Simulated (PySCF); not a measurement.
AlBr3, charge -1, doublet, at a GFN2-xTB geometry (such geometries of metal compounds can be far from the true shape) (a state made from the parent by changing its charge; the spin is typed, not shown lowest) (a gas-phase anion, which may not be bound at this level); PySCF with DF-M062X/aug-cc-pVDZ.

The PySCF input:
```python
from pyscf import gto, scf, dft

mol = gto.Mole()
mol.atom = '''
    Al   -0.321893    0.114796   -0.204067
    Br   -1.836606   -1.774117    0.108688
    Br    0.352064    2.303548   -1.049828
    Br    1.604102   -0.572070    1.016936
'''
mol.basis = 'aug-cc-pvdz'
mol.charge = -1
mol.spin = 1
mol.verbose = 4
mol.build()

mf = dft.ROKS(mol)
mf.xc = 'm062x'
mf = mf.density_fit(auxbasis='def2-universal-jkfit')
mf.kernel()
```

Task: What does PySCF print? Leave out banner, timings and long lists.

Result: 
```
PySCF version 2.14.0

[INPUT] verbose = 4
[INPUT] num. atoms = 4
[INPUT] num. electrons = 119
[INPUT] charge = -1
[INPUT] spin (= nelec alpha-beta = 2S) = 1
[INPUT] symmetry False subgroup None
[INPUT] Mole.unit = angstrom
[INPUT] Symbol           X                Y                Z      unit          X                Y                Z       unit  Magmom
[INPUT]  1 Al    -0.321893000000   0.114796000000  -0.204067000000 AA   -0.608289611415   0.216933000196  -0.385630741062 Bohr   0.0
[INPUT]  2 Br    -1.836606000000  -1.774117000000   0.108688000000 AA   -3.470682338733  -3.352595242935   0.205390553027 Bohr   0.0
[INPUT]  3 Br     0.352064000000   2.303548000000  -1.049828000000 AA    0.665304538319   4.353074834790  -1.983887397900 Bohr   0.0
[INPUT]  4 Br     1.604102000000  -0.572070000000   1.016936000000 AA    3.031313455867  -1.081055624080   1.921730526211 Bohr   0.0

nuclear repulsion = 779.392753875597
number of shells = 35
number of NR pGTOs = 308
number of NR cGTOs = 135
basis = aug-cc-pvdz
ecp = {}

******** <class 'pyscf.df.df_jk.DFROKS'> ********
method = DFROKS
initial guess = minao
damping factor = 0
level_shift factor = 0
DIIS = <class 'pyscf.scf.diis.CDIIS'>
diis_start_cycle = 1
diis_space = 8
diis_damp = 0
SCF conv_tol = 1e-09
SCF conv_tol_grad = None
SCF max_cycles = 50
direct_scf = False
num. doubly occ = 59  num. singly occ = 1
XC library pyscf.dft.libxc version 7.1.2
    S. Lehtola, C. Steigemann, M. J. T. Oliveira, and M. A. L. Marques,  SoftwareX 7, 1–5 (2018)
XC functionals = m062x
    Y. Zhao and D. G. Truhlar,  Theor. Chem. Acc. 120, 215 (2008)
    Y. Zhao and D. G. Truhlar,  Theor. Chem. Acc. 120, 215 (2008)
radial grids:
    Treutler-Ahlrichs [JCP 102, 346 (1995); DOI:10.1063/1.469408] (M4) radial grids

becke partition: Becke, JCP 88, 2547 (1988); DOI:10.1063/1.454033
pruning grids: <function nwchem_prune>
grids dens level: 3
symmetrized grids: False
atomic radii adjust function: <function treutler_atomic_radii_adjust>
small_rho_cutoff = 0
Set gradient conv threshold to 3.16228e-05
tot grids = 80456
******** <class 'pyscf.df.df.DF'> ********
auxbasis = def2-universal-jkfit
init E= -7962.05224904535
  HOMO = -0.139238216506576  LUMO = -0.0472406220322645  gap/eV = 2.50338
cycle= 1 E= -7965.15385413795  delta_E= -3.1  |g|= 0.292  |ddm|= 1.47
  HOMO = 0.0235541336296814  LUMO = 0.0984659044165117  gap/eV = 2.03845
cycle= 2 E= -7965.1680270864  delta_E= -0.0142  |g|= 0.266  |ddm|= 0.733
  HOMO = 0.0341833555229036  LUMO = 0.104167929552131  gap/eV = 1.90438
cycle= 3 E= -7965.19139409193  delta_E= -0.0234  |g|= 0.0322  |ddm|= 0.261
  HOMO = 0.023960272534103  LUMO = 0.101527470041759  gap/eV = 2.11071
cycle= 4 E= -7965.19185819593  delta_E= -0.000464  |g|= 0.0134  |ddm|= 0.223
  HOMO = 0.0266853921283907  LUMO = 0.101045713861697  gap/eV = 2.02345
cycle= 5 E= -7965.19196395696  delta_E= -0.000106  |g|= 0.00237  |ddm|= 0.0635
  HOMO = 0.0266229415767965  LUMO = 0.100684829516445  gap/eV = 2.01533
cycle= 6 E= -7965.1919717983  delta_E= -7.84e-06  |g|= 0.000655  |ddm|= 0.012
  HOMO = 0.0266718292423662  LUMO = 0.100675857738816  gap/eV = 2.01375
cycle= 7 E= -7965.19197221007  delta_E= -4.12e-07  |g|= 0.000238  |ddm|= 0.0028
  HOMO = 0.0267080851459613  LUMO = 0.10068553063417  gap/eV = 2.01303
cycle= 8 E= -7965.19197226011  delta_E= -5e-08  |g|= 2.81e-05  |ddm|= 0.000718
  HOMO = 0.0267007048021115  LUMO = 0.100684412209984  gap/eV = 2.01320
cycle= 9 E= -7965.19197226142  delta_E= -1.31e-09  |g|= 1.07e-05  |ddm|= 0.000322
  HOMO = 0.0267043414673616  LUMO = 0.10068446516238  gap/eV = 2.01310
cycle= 10 E= -7965.19197226152  delta_E= -9.46e-11  |g|= 2.49e-06  |ddm|= 0.000157
  HOMO = 0.0267037335245381  LUMO = 0.100684844721255  gap/eV = 2.01313
Extra cycle  E= -7965.19197226152  delta_E= -3.64e-12  |g|= 1.69e-06  |ddm|= 4.75e-05
converged SCF energy = -7965.19197226152
```
